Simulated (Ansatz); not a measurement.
Species: H3In, SMILES `[InH3]` (charge 0, multiplicity 1).

Problem. Give a relaxed geometry from Ansatz (a program for electronic structure) with CAM-B3LYP-D3(BJ)/def2-SVP.

Solution. the end point of this relaxation (outside a Z-matrix the atoms follow the SMILES, hydrogens last).
Z-matrix (Å, degrees):
```
In
H 1 1.7272
H 1 1.7272 2 119.98
H 1 1.7272 2 120.01 3 179.99
```
